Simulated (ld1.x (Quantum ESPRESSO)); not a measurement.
# What one change does to a pseudopotential (magnesium (Mg), TM)

* Element: Mg (Z = 12)
* Generator: ld1.x (Quantum ESPRESSO) 7.5
* Type: norm-conserving Troullier–Martins (Kleinman–Bylander form)
* Functional: PW91
* Relativity: scalar-relativistic
* Frozen core: [Ne]
* Valence charge: 2
* Reference configuration: 3s2 3p0
* Partial waves: 3p (bound, empty): rc 2.30 bohr; 3d channel at -0.1 Ry: rc 2.60 bohr; 3s (bound): rc 2.75 bohr
* Local potential: the s channel
* Core correction: none

All-electron outer shells of the reference configuration (PW91, scalar-relativistic, ld1.x):

| shell | level (eV) | outermost node (bohr) | outermost maximum (bohr) |
| --- | --- | --- | --- |
| 2s | -79.91 | 0.18 | 0.54 |
| 2p | -46.75 | – | 0.48 |
| 3s | -4.74 | 0.90 | 2.56 |
| 3p | -1.37 | 0.96 | 3.46 |

Change: functional LDA (PZ).

Cutoffs: the cutoffs (Ry, on a coarse ladder) from which the occupation-weighted sum of valence levels, in a spherical-Bessel basis at the reference potential, stays within 10 and 1 mRy of its value at 400 Ry; they do not see the model core or the augmentation charge, which bear on the density cutoff. Errors are all-electron minus pseudo energies relative to the spin-unpolarised reference configuration.

Task: How do hardness, ghosts and transferability respond?

Result: The potential gets neither clearly harder nor softer (6 Ry and 15 Ry → 6 Ry and 15 Ry); the number of tests with a reliable result goes from 5 to 7; of the 5 tests that both files solve, the error grows in 4 and shrinks in 0 by more than 15 % and 0.3 meV (median size 8.6 → 27.5 meV); neither file shows a bound ghost.

| quantity | base | changed |
| --- | --- | --- |
| cutoff, loose | 6 Ry | 6 Ry |
| cutoff, tight | 15 Ry | 15 Ry |
| bound ghosts | none | none |
| error for 3s1 3p0, meV [ΔE 7.99 → 8.07 eV] | +6.7 | +28 |
| error for 3s1.5 3p0, meV [ΔE 3.16 → 3.19 eV] | +0.7 | +4.3 |
| error for 3s1 3p1, meV [ΔE 3.49 → 3.52 eV] | +8.6 | +11 |
| error for 3s0 3p1, meV [ΔE 12.35 → 12.47 eV] | +98 | +115 |
| error for 3s0 3p2, meV [ΔE 7.18 → 7.27 eV] | +56 | +60 |
| s: phases at 2.99 bohr within 0.05 rad from the reference energy up to (Ry; the scan ends near 5) | 1.5 | 1.5 |
| p: phases at 2.99 bohr within 0.05 rad from the reference energy up to (Ry; the scan ends near 5) | 0.3 | 0.4 |
| d: phases at 2.99 bohr within 0.05 rad from the reference energy up to (Ry; the scan ends near 5) | 3.6 | 3.6 |
